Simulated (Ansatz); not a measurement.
Stretching the O3–H4 bond in FHOSi (SMILES O[Si]F) (multiplicity 1 held, fragments rigid). Energies count from the point at 0.966 Å.
Geometry at that point (charge 0, multiplicity 1):
```xyz
4

Si     0.009     0.006     0.610
F     -0.735     1.026    -0.417
O      0.731    -1.046    -0.426
H      0.639    -0.946    -1.382
```

U- levels take the lowest unrestricted solution at each point, which mixes spins at long bonds. Active spaces are followed from a long bond inwards. Curves can end on different states.

Cores are frozen in the correlated methods.

The values were computed with Ansatz (Gaussian orbitals). Values without a source in brackets are computed.

Task: What is the computed energy at R = 3.090 Å (FIC-MRCISD+Q on CASSCF(4,3)/cc-pV(D+d)Z)?

Result: 487 kJ/mol

Task: Give the energy at R = 3.090 Å at the level U-HF/cc-pV(D+d)Z.

Result: 375 kJ/mol

Task: Predict the energy at R = 3.090 Å from CASSCF(4,3)/cc-pV(D+d)Z.

Result: 439 kJ/mol

Doubts at one or more of the structures used: a spin-contaminated determinant (U-HF/cc-pV(D+d)Z); active orbitals that take no part (CASSCF(4,3)/cc-pV(D+d)Z, FIC-MRCISD+Q on CASSCF(4,3)/cc-pV(D+d)Z).

Ansatz is a quantum-chemistry and plane-wave program.
